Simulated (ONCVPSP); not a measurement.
Debugging a pseudopotential input (cobalt, ONCVPSP 4.0.1)

Command:

```bash
oncvpspnr.x < Co.dat > Co.out
```

Input:

```
# ATOM AND REFERENCE CONFIGURATION
# atsym  z   nc   nv     iexc    psfile
  Co 27.00    4    4        4      upf
#
#   n    l    f
    1    0    2.00
    2    0    2.00
    2    1    6.00
    3    0    2.00
    3    1    6.00
    3    2    7.00
    4    0    1.75
    4    1    0.25
#
# PSEUDOPOTENTIAL AND OPTIMIZATION
# lmax
    2
#
#   l,   rc,      ep,       ncon, nbas, qcut
    0    1.65    0.00    3    7    4.70
    1    1.35    0.00    4    9   11.50
    2    1.60    0.00    7    9    9.20
#
# LOCAL POTENTIAL
# lloc, lpopt,  rc(5),   dvloc0
    4    5    1.10    0.00
#
# VANDERBILT-KLEINMAN-BYLANDER PROJECTORs
# l, nproj, debl
    0    2    0.40
    1    2    1.60
    2    1    1.40
#
# MODEL CORE CHARGE
# icmod, fcfact, rcfact
    0    0.00    0.00
#
# LOG DERIVATIVE ANALYSIS
# epsh1, epsh2, depsh
   -4.00    5.00    0.02
#
# OUTPUT GRID
# rlmax, drl
    6.00    0.01
#
# TEST CONFIGURATIONS
# ncnf
    4
# nvcnf
#   n    l    f
    4
    3    1    6.00
    3    2    7.00
    4    0    2.00
    4    1    0.00
#
    4
    3    1    6.00
    3    2    7.00
    4    0    1.00
    4    1    0.00
#
    4
    3    1    6.00
    3    2    7.00
    4    0    0.00
    4    1    0.00
#
    4
    3    1    6.00
    3    2    6.00
    4    0    2.00
    4    1    0.00
#
```

This is an input that runs to its end, with one change: ncon of l = 2 set to 7. The unchanged file is no sound one. Note: ghosts flagged at negative energy: s at -77.9 eV; GHOST(+) flagged for s at 499.9 eV. A true bound ghost makes a file unfit for plane-wave use.

Q: How does the run end?

A: The program refuses the input: "test_data: must have 3 <= ncon <= 5, l= 2". (oncvpspnr.x prints a scalar-relativistic banner.)

```
ONCVPSP  (Optimized Norm-Conservinng Vanderbilt PSeudopotential)
scalar-relativistic version 4.0.1

test_data: must have 3 <= ncon <= 5, l=   2
ERROR: test_data found   1 ERROR; stopping
```
